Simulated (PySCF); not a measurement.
Krypton: a sound run and one with changed settings

Sound run: Kr [Kr], Kr⁺ [Ar] 3d10 4s2 4p5. Calculation: PySCF 2.14, in jorge-DZP-DKH (8s6p2d1f, 43 functions); the spin-free X2C one-electron Hamiltonian (Gaussian nucleus). The sound run starts from symmetry-adapted Hartree-Fock orbitals and uses a fine grid where one is needed.

A second run was set up differently.

```csv
species,method,sound run (hartree),changed run (hartree),converged
Kr,UHF,-2788.01286,-2788.01286,yes
Kr,MN15,-2791.74877,-2790.07673,yes
Kr,LDA,-2785.99179,-2772.92113,yes
Kr⁺,UHF,-2787.52729,-2787.52729,yes
Kr⁺,MN15,-2791.23482,-2789.55258,yes
Kr⁺,LDA,-2785.46468,-2772.45070,yes
```

Ionisation energy of Kr:

```
method  sound run (eV)  changed run (eV)
   UHF          13.213            13.213
  MN15          13.985            14.263
   LDA          14.343            12.801
```

Q: What was changed?
A. radial grid too coarse
B. too few SCF iterations
C. basis contracted for another Hamiltonian
D. level shift left on

A: A. It used radial step 1.2 in ln r (0.13 in the sound run). A coarse radial grid mis-integrates the density and the exchange-correlation energy, with errors of either sign; Hartree-Fock needs no grid.
